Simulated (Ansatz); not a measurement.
Program: Ansatz. Geometries: PBE0-D4/def2-TZVP. ΔE: electronic, gas phase. CBS: MP2 limit from def2 TZ/QZ plus the TZ coupled-cluster correction, frozen cores. This one scheme is used for every species, atoms too. DFT in def2-TZVPP. No spin–orbit coupling; open shells (•) take unrestricted orbitals. Spin–orbit coupling would lower the free atoms: a little for Cl. For Ga outer-core shells are correlated without core-valence functions, so the limit isn't a true one: a few kJ/mol of doubt a bond, and 10 to 20 or more in all where bonds break to atoms. Scalar relativity is left out up to krypton. One conformer a species, not always the lowest.

Consider the homolysis of the Cl–Ga bond: `[F][Ga]([Cl])[O][SiH3]` → Cl• + `[F][Ga][O][SiH3]`•.

`[F][Ga]([Cl])[O][SiH3]`:

Z-matrix (Å, degrees):
```
Si
O 1 1.644
H 1 1.483 2 107.6
H 1 1.487 2 110.7 3 -119.7
H 1 1.486 2 110.5 3 119.6
Ga 2 1.750 1 138.0 3 176.8
Cl 6 2.100 2 122.2 1 179.5
F 6 1.738 2 118.5 1 -0.6
```

`[F][Ga][O][SiH3]`•:

Cartesian coordinates in Å:
```
F 1.078 -3.006 -1.447
Ga 0.636 -1.306 -1.537
O 0.149 -0.561 0.007
Si -0.349 0.883 0.602
H 0.604 1.344 1.644
H -1.700 0.732 1.202
H -0.417 1.913 -0.473
```

```json
{"level": "CAM-B3LYP-D4", "ΔE (eV)": "4.24"}
{"level": "r2SCAN", "ΔE (eV)": "4.29"}
{"level": "r2SCANh", "ΔE (eV)": "4.28"}
{"level": "CCSD(T)/def2-SVP", "ΔE (eV)": "4.23"}
```

(1) What does CCSD(T)/CBS give? (An estimate is asked.)

Largest T1 diagnostic among the species: 0.016.

Answers

(1) Computed: +4.50 eV. The listed levels differ from it by -0.26, -0.21, -0.22, -0.27 eV.

From PBE to PBE0 (25 % exact exchange), in def2-TZVPP and without D4, ΔE moves by +0.06 eV. At CCSD(T), def2-SVP lies −0.28 eV from the extrapolated value and def2-TZVPP −0.16 eV: correlation converges slowly with the basis, and small sets miss more of it in the bonded molecule than in its fragments. The D4 term adds +0.10 eV with B3LYP and +0.05 eV with PBE0; it sums over pairs of atoms, weighted by their polarisabilities, and B3LYP, whose exchange is more repulsive, gets the larger term.

B3LYP here is the variant with VWN-RPA as its local correlation; programs differ in this.

CCSD(T)/CBS has its own doubt, a few kJ/mol and more with outer-core shells, so smaller differences from it don't rank the levels.
